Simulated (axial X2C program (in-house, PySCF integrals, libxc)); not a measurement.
## CaP: cheaper levels and CCSD(T), with spin–orbit coupling

Calculated with an in-house relativistic program for diatomic molecules. Two-component (2c) means X2C with spin–orbit coupling and atomic mean-field two-electron Coulomb and Gaunt terms. Basis: Ca dyall-cv3z [11s12p6d4f], P dyall-v3z [8s7p2d1f] (cores contracted in-house); Gaussian nuclei, density fitting, unrestricted open shells. Masses: Ca 39.963 u, P 30.974 u.

State: Ω = 3/2 (⟨Sz⟩ = 0.50, ⟨Lz⟩ = 1.00 at HF); fragments Ca + P.

```
level  Re (Å)  ωe (cm⁻¹)  De (eV)
 PBE0   2.508      358.9     1.29
   HF   2.689      299.2    0.134
 CCSD   2.608      320.7    0.554
```

Correlated methods: 15 electrons correlated (number of frozen shells: Ca 2 s, 1 p; P 2 s, 1 p), 221 virtual spin orbitals or spinors in MP2, 90 natural virtuals in coupled cluster.

CCSD(T), same Hamiltonian and basis:

Re = 2.597 Å, ωe = 323.9 cm⁻¹, De = 0.59 eV; T1 = 0.036 (Lee–Taylor normalisation).

Q: Give the differences from CCSD(T) in the columns below.

A: 

```
level  ΔRe (Å)  Δωe (cm⁻¹)  ΔDe (eV)
 PBE0   -0.089          35      0.70
   HF    0.092         -25     -0.46
 CCSD    0.011          -3     -0.04
```

De is counted from the lowest determinant-based energies of the atoms at the same level, without counterpoise correction. Density functionals use the spin component along the axis (collinear). CCSD and (T) use frozen natural virtuals with an MP2 correction for the truncation; (T) itself is uncorrected, so its De runs slightly low. Without a current term, density functionals place determinants with orbital angular momentum somewhat too high. The state is one determinant with fixed occupations, lowest in a PBE0 search at one distance only: followed along the bond, the spin-free determinant M_S = 3/2, Λ = 0 reaches 0.08 eV lower at PBE0, at Re = 2.759 Å, so the state shown is not the lowest. The determinant is spin-polarised beyond a pure state at some levels (its spin-free form has ⟨S²⟩ too high), which makes Re and μ there less reliable.
